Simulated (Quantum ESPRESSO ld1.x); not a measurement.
The numbers below are computed, except where a source is named.
All-electron atom: Sm2+ in [Xe] 4f6 (the NIST ground configuration). Code: ld1.x of Quantum ESPRESSO 7.5. Model: non-relativistic Kohn-Sham, LDA (Slater exchange, VWN5 correlation), spin-polarised, spherical densities, point nucleus; open shells are filled with parallel spins first; relativity is left out, which matters for an element this heavy.

Normalised radial functions P(r) = r R(r), r in bohr:

r	5s up	5p down
0.003791	0.0849	0.0056
0.005747	0.1127	0.0122
0.008781	0.1384	0.0259
0.01331	0.1460	0.0515
0.02034	0.1094	0.0958
0.03108	0.0022	0.1563
0.04712	-0.1541	0.2021
0.072	-0.2408	0.1594
0.1091	-0.0704	-0.0379
0.1668	0.2840	-0.2748
0.2528	0.2473	-0.1739
0.3863	-0.3491	0.3050
0.5903	-0.3928	0.3625
0.8948	0.4898	-0.3258
1.367	0.9700	-0.8677
2.073	0.5636	-0.6766
3.167	0.1227	-0.2298
4.801	0.0082	-0.0295

5s up: eigenvalue -52.202 eV, 4 radial nodes at r = 0.0313, 0.119, 0.307, 0.726 bohr, <r> = 1.49 bohr, 90 % of the charge inside 2.14 bohr. 5p down: eigenvalue -34.565 eV, 3 radial nodes at r = 0.103, 0.299, 0.756 bohr, <r> = 1.71 bohr, 90 % of the charge inside 2.51 bohr.
